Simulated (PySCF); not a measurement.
CH8FNSi2, SMILES N[Si@H]([SiH2]C)F. Atoms are numbered in the order given.

```xyz
13

C      1.9873     0.6430    -1.5505
Si     0.6807    -0.6364    -1.0652
Si    -0.3878     0.0467     0.9034
N     -1.1923     1.5304     0.5632
F     -1.4002    -1.1540     1.3887
H      2.4521     0.3949    -2.5175
H      1.5270     1.6404    -1.6292
H      2.7830     0.6961    -0.7905
H      1.2972    -1.9870    -0.8997
H     -0.3568    -0.7375    -2.1402
H      0.5150     0.3024     2.0598
H     -1.5212     2.1363     1.3098
H     -1.7729     1.6264    -0.2647
```
Charge 0, spin multiplicity 1.

Geometry: B3LYP-D3(BJ)/def2-SVP. The structure was generated by enumeration; whether it is a known compound was not checked. The values are those of a single conformer.

Level of theory: PySCF with TDA-PBE/def2-SVPD.

Vertical excitations. 

Computed excitation energies, oscillator strengths and character:
| state | energy (eV) | λ (nm) | f | main pairs |
|---|---|---|---|---|
| S1 | 5.95 | 208 | 0.016 | HOMO→LUMO 83 % |
| S2 | 6.17 | 201 | 0.040 | HOMO→LUMO+1 80 % |
| S3 | 6.30 | 197 | 0.027 | HOMO−1→LUMO 71 % |
| S4 | 6.39 | 194 | 0.021 | HOMO−1→LUMO+1 84 % |
| S5 | 6.83 | 181 | 0.025 | HOMO→LUMO+2 87 % |
| S6 | 7.08 | 175 | 0.011 | HOMO−1→LUMO+2 83 % |
| S7 | 7.17 | 173 | 0.016 | HOMO→LUMO+3 81 %, HOMO−1→LUMO+3 13 % |
| S8 | 7.24 | 171 | 0.011 | HOMO−2→LUMO 60 %, HOMO−3→LUMO 14 %, HOMO−2→LUMO+1 14 % |
| S9 | 7.36 | 169 | 0.019 | HOMO→LUMO+4 77 %, HOMO−3→LUMO 12 % |
| S10 | 7.41 | 167 | 0.012 | HOMO−3→LUMO 55 %, HOMO−2→LUMO 12 %, HOMO→LUMO+4 12 % |
| T1 | 5.45 | 228 | 0 | HOMO→LUMO 79 %, HOMO−1→LUMO 19 % |
| T2 | 5.71 | 217 | 0 | HOMO→LUMO+1 92 % |
| T3 | 5.74 | 216 | 0 | HOMO−1→LUMO 78 %, HOMO→LUMO 20 % |
| T4 | 5.95 | 208 | 0 | HOMO−1→LUMO+1 91 % |
Triplets are in the Tamm–Dancoff approximation.
